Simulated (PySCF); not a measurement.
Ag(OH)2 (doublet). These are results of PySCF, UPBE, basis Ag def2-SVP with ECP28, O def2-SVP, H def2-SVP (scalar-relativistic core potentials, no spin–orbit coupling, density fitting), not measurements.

Harmonic bands of its minimum:

```csv
ω (cm⁻¹),IR (km/mol)
97,0.0
165,8.3
476,0.0
480,166
587,3.5
699,0.0
741,215
3654,192
3659,0.0
```

Q: The central atom is Ag. Infer the point group and assign the bands.

A: C2h. The modes span 2au + 4bu + 3ag: 97 au, 165 bu, 476 ag, 480 au, 587 bu, 699 ag, 741 bu, 3654 bu, 3659 ag. The computed geometry has Ag–O 1.974 Å (×2), O–H 0.981 Å (×2); Ag–O–H 110.1° (×2), O–Ag–O 180.0°.

Other isomers or separated fragments may lie lower. With open d or f shells other occupations or spin states may lie lower.
